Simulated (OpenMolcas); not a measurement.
Computed levels of 5s² 5p in ions with 49 electrons, in cm-1 above ²P°_1/2.

```
Program             : OpenMolcas 26.06
Method              : MS-RASPT2, IPEA 0.25 Eh, imaginary shift 0.1 Eh
Basis               : ANO-RCC-VQZP
Scalar Hamiltonian  : DKH2, point nucleus
Spin-orbit coupling : RASSI with atomic mean-field integrals over the reference wave functions, term energies averaged over their components
```

Active space for each ion: 3 electrons in 9 orbitals (RAS2 5s 5p; RAS3 5d, at most 2 electrons); closed shells correlated by CASPT2: 4d.

```json
{"Level": "²P°_3/2", "Sb2+": "5630", "I4+": "10460", "Xe5+": "13530"}
```

Question: Estimate ²P°_3/2 for Te3+ from its neighbours Sb2+ and I4+.

Answer: ²P°_3/2 is fine structure, which grows about as the fourth power of a screened charge, so the fourth roots are averaged: ((5630^0.25 + 10460^0.25) / 2)^4 = 7766. The calculation gives 7880, so the estimate is off by -1.4 %; the measured value is 9223 (Moore, Atomic Energy Levels, vol. III, NSRDS-NBS 35 (1971 reprint of NBS Circular 467, 1958)).

The run also gave levels led by 5s 5p 5d, which use shells meant for correlation; these and all levels above them are left out (holds for Sb2+). Active for correlation alone: 5d; no level in the range computed is led by a configuration that fills it, so any true level of that kind is missing (holds for Te3+; I4+; Xe5+). Measured partners are found by configuration, term and J. A level has none where our copy of the source lacks it or the pairing is in doubt (some pairs that miss far off the trend of their configuration count as doubtful), and it then counts in no deviation. Only configurations of the active space appear.

° marks odd parity.
